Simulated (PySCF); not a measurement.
# Ge(18+): ionisation energy

Ge(18+) [Ne] 3s2 3p2 (3P) → Ge(19+) [Ne] 3s2 3p1 (2P), as a difference of total energies. Calculation: PySCF 2.14, in an even-tempered Gaussian basis (17 s from 1.5 bohr⁻², ratio 2.5; 11 p from 2 bohr⁻², ratio 2.5; 5 d from 9.5 bohr⁻², ratio 2.7; 4 f from 14 bohr⁻², ratio 2.7); no relativity, point nucleus. Correlated levels: outer shells: 1s2 frozen; virtual orbitals above 40 to 60 times the deepest correlated orbital energy dropped. The calculations carry no spin-orbit coupling.

| method | ionisation energy (eV) |
| --- | --- |
| UHF | 698.41 |
| LDA | 699.70 |
| PBE | 699.76 |
| PBE0 | 699.73 |
| r2SCAN | 700.04 |
| MN15 | 702.67 |
| PBEsol | 699.55 |
| MP2 (outer shells) | 698.95 |
| SCS-MP2 (outer shells) | 698.77 |

Q: How much does correlation contribute at MP2 (outer shells)?

A: 698.95 − (698.41) = 0.54 eV, measured against UHF.

Spin-orbit coupling is strong in these open shells (close to jj coupling). The scalar numbers leave it out and a first-order estimate fails, so it can dominate the gap to the real levels.

All relativistic terms are absent from these numbers, so their closeness to the reference says little about the methods.

For comparison: 706.7 ± 1 eV (semi-empirical (NIST evaluation); NIST Atomic Spectra Database, ionization energies).
